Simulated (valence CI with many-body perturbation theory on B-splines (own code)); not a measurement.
**Ho LXIII: key properties**

Level of theory: valence CI with perturbative core correlation (CI+MBPT): three valence electrons over a frozen Dirac-Fock core [He], a basis of 11 s, 11 p, 9 d, 7 f, 5 g, 2 h, 1 i functions for each j, with the one-electron correlation potential Σ1 (screened to all orders), the two-electron term Σ2, the three-electron term Σ3, Breit, model QED; selected single and double excitations, second order for the rest (own B-spline code, finite nucleus).

The last digits are not significant, and no measured levels were compared; by estimate large intervals hold to a few tenths of a per cent, small ones and those within an open d or f shell to about a per cent.

Levels are named by their leading jj configuration (3d3/2^4 stands for four electrons in 3d with j = 3/2), which in mixed levels can hold well under half, so a name can repeat and another be missing.

Rates and lifetimes use the calculated energies. Strong lines usually hold to 10 to 20 %, long lifetimes can be off by a factor of two.

Question: What is the ground level?

Answer: (2s^2 2p1/2) J=1/2, composition 100 % 2s2 2p 2P°, g = 0.625.

Question: What is the ionisation energy?

Answer: 14992 eV; NIST lists 14998 ± 15 eV (theoretical).

Question: Where does the other parity begin?

Answer: At (2s 2p1/2^2) J=1/2, 229 eV.

Question: Name the longest-lived excited levels whose lifetime is computed, and their main decay.

Answer: (2s 2p1/2 2p3/2) J=5/2 at 1131 eV lives 145 ps, mostly by E1 to (2s^2 2p3/2) J=3/2; (2s^2 2p3/2) J=3/2 at 933 eV lives 69.2 ps, mostly by E1 to (2s 2p1/2^2) J=1/2; (2s 2p1/2^2) J=1/2 at 229 eV lives 53.6 ps, mostly by E1 to (2s^2 2p1/2) J=1/2.

Question: Among levels below 10290 eV, which E1 lines absorb most strongly from the ground level?

Answer: to (2s^2 3d3/2) J=3/2 at 0.1401 nm, f = 0.563; to (2s 2p1/2 3p1/2) J=3/2 at 0.1427 nm, f = 0.208; to (2s 2p1/2 3p3/2) J=3/2 at 0.1381 nm, f = 0.159.
